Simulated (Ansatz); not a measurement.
Reaction (ligand exchange at a Zr–O bond): `[OH][Zr]([OH])([SH])[SH]` + H₂S → `[OH][Zr]([SH])([SH])[SH]` + H₂O

Isolated molecules relaxed with PBE0-D4/def2-TZVP in Ansatz; ΔE leaves out vibrations. CBS: MP2 limit from def2 TZ/QZ plus the TZ coupled-cluster correction, frozen cores. This one scheme is used for every species. Functionals use def2-TZVPP. HSE06 is defined as in plane-wave codes. def2 core potentials past Kr. For Zr outer-core shells are correlated without core-valence functions, which leaves a few kJ/mol of doubt a bond. One conformer a species, not always the lowest.

Problem. Is it downhill or uphill in electronic energy at CCSD(T)/CBS, and by how much? (Best estimate.)

Solution. The calculation gave: Uphill: ΔE = +0.37 eV.

Problem. What do these levels give: PBE-D4, HSE06-D4, r2SCAN, CAM-B3LYP, HF/def2-TZVPP, MP2/CBS(def2)? (Best estimate.)

Solution. The calculation gave: PBE-D4 0.34, HSE06-D4 0.33, r2SCAN 0.39, CAM-B3LYP 0.58, HF/def2-TZVPP 0.57, MP2/CBS(def2) 0.31 eV.

Largest T1 diagnostic among the species: 0.018.

The D4 term adds −0.06 eV with B3LYP and −0.03 eV with PBE0; it sums over pairs of atoms, weighted by their polarisabilities, and B3LYP, whose exchange is more repulsive, gets the larger term. In def2-TZVPP, CCSD(T) changes the Hartree–Fock value by −0.18 eV (the triples alone add −0.06 eV) and MP2 by −0.24 eV.

B3LYP here is the variant with VWN-RPA as its local correlation; programs differ in this.
